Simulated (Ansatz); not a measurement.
C7H12 can be A, `CC1=C(C)CCC1`, or B, `CCC1=CCCC1`.

Calculated with Ansatz (gas phase, PBE0-D4/def2-TZVP geometries, no zero-point term in ΔE). CCSD(T)/CBS adds triple-zeta CCSD(T) − MP2 to the extrapolated MP2 energy (def2 sets, frozen cores). Functionals use def2-TZVPP. B3LYP here is the variant with VWN-RPA as its local correlation; programs differ in this. Each species was taken in one conformer, which may not be the lowest.

A:

Z-matrix (Å, degrees):
```
C
C 1 1.487
H 1 1.095 2 110.9
H 1 1.096 2 110.7 3 117.9
H 1 1.090 2 112.7 3 -121.2
C 2 1.336 1 128.4 3 122.6
C 2 1.505 1 120.3 3 -60.5
C 6 1.505 2 111.3 1 177.2
C 6 1.487 2 128.4 1 0.0
C 7 1.533 2 103.7 1 168.7
H 7 1.099 2 110.0 1 -71.4
H 7 1.095 2 112.5 1 46.6
H 8 1.099 6 110.0 2 -106.0
H 8 1.095 6 112.5 2 136.0
H 9 1.095 6 110.9 2 -122.6
H 9 1.091 6 112.7 2 -1.4
H 9 1.096 6 110.7 2 119.5
H 10 1.091 7 113.2 2 145.3
H 10 1.093 7 109.2 2 -95.4
```

B:

```xyz
19

C    -0.201   -2.482    0.645
C    -0.633   -1.130    1.204
C    -0.136    0.023    0.402
C     0.684    0.990    0.808
C     1.016    1.961   -0.285
C    -0.037    1.635   -1.356
C    -0.484    0.198   -1.054
H    -0.581   -3.300    1.261
H     0.889   -2.560    0.613
H    -0.575   -2.631   -0.371
H    -0.287   -1.028    2.237
H    -1.730   -1.097    1.237
H     1.106    1.053    1.806
H     0.975    3.005    0.038
H     2.037    1.792   -0.654
H     0.334    1.763   -2.375
H    -0.889    2.308   -1.234
H    -1.548    0.034   -1.256
H     0.061   -0.533   -1.664
```

Task: Which is lower in electronic energy at CCSD(T)/CBS, and by how much? (Best estimate.)

Result: Computed: A, by 3.4 kcal/mol.

Task: Give E(B) − E(A) in kcal/mol with LDA (SPW92), PBE0-D4, MP2/def2-TZVPP, BLYP-D4, CCSD(T)/def2-SVP, B3LYP-D4, B3LYP. (Best estimate.)

Result: Ansatz gave: LDA (SPW92) 5.3, PBE0-D4 4.4, MP2/def2-TZVPP 3.9, BLYP-D4 4.3, CCSD(T)/def2-SVP 3.7, B3LYP-D4 4.2, B3LYP 3.8. None reverses the order clearly.

Largest T1 diagnostic: 0.010.

Leaving LDA and LC-ωPBE aside and taking each functional with its dispersion term where it has one, the values, not all of them listed here, spread over 0.9 kcal/mol, from ωB97X-V to PBE-D4. LDA lies +1.0 kcal/mol from PBE without D4. In def2-TZVPP, CCSD(T) changes the Hartree–Fock value by +0.7 kcal/mol (the triples alone add +0.2 kcal/mol) and MP2 by +1.2 kcal/mol.
